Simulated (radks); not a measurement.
Task: Isoelectronic series with 18 electrons, all held in the configuration [Ar], which need not be the ground one along the series. Method: Dirac Kohn-Sham, PBE, spin-unpolarised, spherical densities, finite nucleus; Fermi nuclear charge, rms radius of each element as measured or else 0.836 A^(1/3) + 0.57 fm; computed with a radial shooting solver on a logarithmic mesh with Libxc functionals. Total energies (hartree) and mean radii <r> (bohr):

| ion | E (hartree) | 3p3/2 | 3p1/2 | 3s1/2 | 2p3/2 |
|---|---|---|---|---|---|
| Ar | -529.23139 | 1.668 | 1.657 | 1.406 | 0.3775 |
| K+ | -601.93056 | 1.429 | 1.421 | 1.267 | 0.3513 |
| Ca2+ | -679.66232 | 1.260 | 1.253 | 1.152 | 0.3286 |
| Sc3+ | -762.42464 | 1.132 | 1.125 | 1.056 | 0.3085 |
| Ti4+ | -850.22146 | 1.029 | 1.022 | 0.9747 | 0.2907 |
| V5+ | -943.06029 | 0.9447 | 0.9383 | 0.9056 | 0.2749 |
| Cr6+ | -1040.95095 | 0.8740 | 0.8678 | 0.8457 | 0.2606 |
| Mn7+ | -1143.90522 | 0.8136 | 0.8075 | 0.7934 | 0.2477 |
| Fe8+ | -1251.93646 | 0.7614 | 0.7553 | 0.7472 | 0.2361 |
| Co9+ | -1365.05921 | 0.7157 | 0.7097 | 0.7062 | 0.2254 |
| Ni10+ | -1483.28950 | 0.6754 | 0.6693 | 0.6694 | 0.2157 |
| Cu11+ | -1606.64368 | 0.6395 | 0.6334 | 0.6363 | 0.2068 |
| Zn12+ | -1735.14029 | 0.6073 | 0.6011 | 0.6063 | 0.1985 |
| Ga13+ | -1868.79801 | 0.5782 | 0.5720 | 0.5790 | 0.1909 |
| As15+ | -2151.67828 | 0.5278 | 0.5215 | 0.5311 | 0.1773 |
| Se16+ | -2300.94380 | 0.5058 | 0.4994 | 0.5100 | 0.1712 |
| Br17+ | -2455.45676 | 0.4856 | 0.4791 | 0.4904 | 0.1655 |
| Kr18+ | -2615.24100 | 0.4670 | 0.4603 | 0.4722 | 0.1601 |
| Rb19+ | -2780.32171 | 0.4497 | 0.4430 | 0.4554 | 0.1551 |
| Sr20+ | -2950.72484 | 0.4337 | 0.4268 | 0.4396 | 0.1504 |
| Zr22+ | -3307.60810 | 0.4048 | 0.3977 | 0.4111 | 0.1418 |

Estimate the row of Ge14+.

Result: E (hartree) -2007.63686; 3p3/2 0.5519; 3p1/2 0.5456; 3s1/2 0.5540; 2p3/2 0.1839.
